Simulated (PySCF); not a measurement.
Molfile (atoms numbered from 1):
```
C7H6OSi
     RDKit          3D

 15 16  0  0  0  0  0  0  0  0999 V2000
   -2.0010    2.2410    0.1230 O   0  0  0  0  0  0  0  0  0  0  0  0
   -0.7996    2.1718    0.2431 C   0  0  0  0  0  0  0  0  0  0  0  0
   -0.0523    0.9397    0.1748 C   0  0  0  0  0  0  0  0  0  0  0  0
    1.3039    0.6239    0.2582 C   0  0  0  0  0  0  0  0  0  0  0  0
    2.6155    0.1701    0.2169 C   0  0  0  0  0  0  0  0  0  0  0  0
    2.2262   -1.1485   -0.1765 C   0  0  0  0  0  0  0  0  0  0  0  0
    0.8685   -0.8525   -0.0899 C   0  0  0  0  0  0  0  0  0  0  0  0
   -0.4576   -0.4399   -0.0708 C   0  0  0  0  0  0  0  0  0  0  0  0
   -2.1641   -1.2045   -0.2354 Si  0  0  0  0  0  4  0  0  0  0  0  0
   -0.1814    3.0721    0.4370 H   0  0  0  0  0  0  0  0  0  0  0  0
    3.5583    0.6424    0.4343 H   0  0  0  0  0  0  0  0  0  0  0  0
    2.7625   -2.0211   -0.5105 H   0  0  0  0  0  0  0  0  0  0  0  0
   -2.8587   -0.5173   -1.3198 H   0  0  0  0  0  0  0  0  0  0  0  0
   -1.9690   -2.6228   -0.5485 H   0  0  0  0  0  0  0  0  0  0  0  0
   -2.8557   -1.0464    1.0423 H   0  0  0  0  0  0  0  0  0  0  0  0
  1  2  2  0
  2  3  1  0
  3  4  2  0
  4  5  1  0
  5  6  2  0
  6  7  1  0
  7  8  2  0
  8  9  1  0
  8  3  1  0
  7  4  1  0
  2 10  1  0
  5 11  1  0
  6 12  1  0
  9 13  1  0
  9 14  1  0
  9 15  1  0
M  END
```

One computed conformer, non-relativistic Hamiltonian, fast rotation and ring inversion assumed for equivalent nuclei, no solvent. GFN2-xTB structure; PBE0/pcSseg-1 with gauge-including orbitals; PySCF.

Predict the 2D correlation tables (HSQC, COSY, HMBC).

Answers



HSQC (one-bond C–H):
| δH | δC |
| --- | --- |
| 9.86 (H10) | 192.0 (C2) |
| 8.21 (H12) | 154.6 (C6) |
| 7.74 (H11) | 141.3 (C5) |

COSY cross peaks (H two or three bonds apart, from the bond graph; peaks can be absent where the dihedral angle is near 90°):
| δH | δH |
| --- | --- |
| 8.21 (H12) | 7.74 (H11) |

HMBC (two and three bonds, from the bond graph):
| δH | δC |
| --- | --- |
| 9.86 (H10) | 155.9 (C8), 149.5 (C3), 139.7 (C4) |
| 8.21 (H12) | 155.9 (C8), 146.3 (C7), 141.3 (C5), 139.7 (C4) |
| 7.74 (H11) | 154.6 (C6), 149.5 (C3), 146.3 (C7), 139.7 (C4) |
| 4.46 (H13/H14/H15) | 155.9 (C8), 149.5 (C3), 146.3 (C7) |

δ = σ(ref) − σ, references computed at the same level: ¹H and ¹³C vs TMS.

Shifts are as computed. Against solution values, carbons near 30 ppm lie about +3 ppm off and those near 130 ppm about +5 ppm. Of 1211 compounds with measured shifts, 218 miss one by over three times the rms of a fit or turn the order of signals round; such compounds aren't used in these exercises.
